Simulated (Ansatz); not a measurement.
CH$_{6}$S$_{3}$Si, SMILES `SC[SiH2]SS`, relaxed with RKS PBE0-D4/def2-TZVP in the Gaussian-basis code of Ansatz from a PBE-D4/def2-SVP geometry. The force threshold is 0.005 eV/Å; the program also tests the step.

Total charge 0; spin multiplicity 1.

Start:

```xyz
11

S    -2.518   -0.595    1.018
C    -0.797   -1.027    0.556
Si    0.120    0.540   -0.013
S     2.134   -0.110   -0.527
S     2.885    1.801   -1.041
H    -2.925   -1.854    1.352
H    -0.783   -1.764   -0.274
H    -0.251   -1.461    1.420
H    -0.552    1.128   -1.222
H     0.167    1.556    1.091
H     2.521    1.787   -2.361
```

**Question.** How much energy does the relaxation release, and in how many steps? (Estimate.)

**Answer.** The calculation gave: 6.93 kJ/mol, in 16 steps.

**Question.** Which bonds change most? (Best estimate.)

**Answer.** Ansatz gave: S4–S5 from 2.117 to 2.064 Å; Si3–S4 from 2.178 to 2.148 Å; S1–C2 from 1.834 to 1.810 Å; S5–H11 from 1.369 to 1.346 Å.

**Question.** Give the relaxed structure. (An estimate is asked.)

**Answer.** Computed: 
```xyz
11

S    -2.523   -0.621    0.803
C    -0.781   -1.036    0.539
Si    0.134    0.513   -0.009
S     2.095   -0.122   -0.613
S     2.829    1.763   -1.026
H    -2.890   -1.756    1.420
H    -0.680   -1.819   -0.216
H    -0.329   -1.383    1.471
H    -0.554    1.149   -1.160
H     0.246    1.480    1.108
H     2.452    1.831   -2.317
```
